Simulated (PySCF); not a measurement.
# Which functional comes closest?

Molecule: trifluorosilane (F[SiH](F)F, F$_{3}$HSi).

Structure with atom numbers: `[F:1][SiH:2]([F:3])[F:4]` (H(Xn): hydrogen on atom n).

Geometry PBE0-D3(BJ)/def2-SVP throughout; GIAO in PySCF, gas phase, one conformer, non-relativistic; equivalent atoms averaged; basis pcSseg-2.

Reference values (measured; Pure Appl. Chem., pac-2019-0202, supplement (literature 29Si shifts of SiX4)): δ(Si2) = -77.8 ppm vs TMS. Computed shifts are taken against TMS, calculated as an isolated molecule at each level.

Question: How do the functionals HF, LDA, PBE, BLYP, BP86, OPBE, KT2, KT3, B97-D, B3LYP, PBE0, mPW1PW91, WP04, B97-2, BHandHLYP, CAM-B3LYP, wB97X-D, LC-wPBE perform against the reference? Times are CPU seconds on shared hosts with different chips, so compare them loosely; the GGAs took longer than the global hybrids here, which isn't the general rule, and the cause wasn't traced.

Answer: 
| functional | kind | Si2 | abs. error Si | core-s |
| --- | --- | --- | --- | --- |
| HF | Hartree–Fock | -84.8 | 7.0 | 2.9 |
| LDA | LDA | -67.8 | 10.0 | 6.2 |
| PBE | GGA | -71.3 | 6.5 | 8.4 |
| BLYP | GGA | -82.5 | 4.7 | 11 |
| BP86 | GGA | -72.9 | 4.9 | 15 |
| OPBE | GGA | -64.0 | 13.8 | 16 |
| KT2 | GGA | -65.8 | 12.0 | 9.4 |
| KT3 | GGA | -70.9 | 6.9 | 11 |
| B97-D | GGA | -78.7 | 0.9 | 14 |
| B3LYP | global hybrid | -81.5 | 3.7 | 7.1 |
| PBE0 | global hybrid | -71.8 | 6.0 | 6.5 |
| mPW1PW91 | global hybrid | -73.1 | 4.7 | 6.4 |
| WP04 | global hybrid | -93.7 | 15.9 | 7 |
| B97-2 | global hybrid | -75.1 | 2.7 | 4.6 |
| BHandHLYP | global hybrid | -82.3 | 4.5 | 4.4 |
| CAM-B3LYP | range-separated hybrid | -76.9 | 0.9 | 5.9 |
| wB97X-D | range-separated hybrid | -73.4 | 4.4 | 5.8 |
| LC-wPBE | range-separated hybrid | -62.2 | 15.6 | 7.7 |

For ²⁹Si the closest is CAM-B3LYP (0.9 ppm, with B97-D practically level) and the furthest WP04 (15.9 ppm). One molecule is a small sample, and vibrational and solvent effects are absent from the calculation.
